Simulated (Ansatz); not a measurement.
One change: `B/C=C/CC` becomes `B/C=C/CF`.

Ansatz, PBE0-D4/def2-TZVP geometries, multiplicity 1. Each molecule was computed in one conformer, which needn't be the lowest.

| property | `B/C=C/CC` |
| --- | --- |
| HOMO energy (PBE/def2-TZVPP) / eV | -6.94 |
| size of the dipole moment (ωB97M-V/def2-TZVPP) / D | 2.15 |
| LUMO energy (PBE0/def2-TZVPP) / eV | -1.78 |
| HOMO–LUMO gap (PBE0/def2-TZVPP) / eV | 6.17 |
| size of the dipole moment (PBE/def2-TZVPP) / D | 2.41 |
| HOMO–LUMO gap (ωB97M-V/def2-TZVPP) / eV | 10.34 |

Question: Give the same properties after the change, and the shifts. (An estimate is asked.)

Answer: Ansatz gave: 
| property | `B/C=C/CF` | shift |
| --- | --- | --- |
| HOMO energy (PBE/def2-TZVPP) / eV | -7.19 | -0.25 |
| size of the dipole moment (ωB97M-V/def2-TZVPP) / D | 2.13 | -0.02 |
| LUMO energy (PBE0/def2-TZVPP) / eV | -2.02 | -0.24 |
| HOMO–LUMO gap (PBE0/def2-TZVPP) / eV | 6.23 | 0.06 |
| size of the dipole moment (PBE/def2-TZVPP) / D | 2.24 | -0.17 |
| HOMO–LUMO gap (ωB97M-V/def2-TZVPP) / eV | 10.43 | 0.09 |

With PBE0 the HOMO falls by 0.29 eV and the LUMO falls by 0.24 eV, so the gap widens by about 0.05 eV. PBE moves the HOMO by -0.25 eV and ωB97M-V by -0.29 eV. Dipoles are sizes alone; their direction can turn.
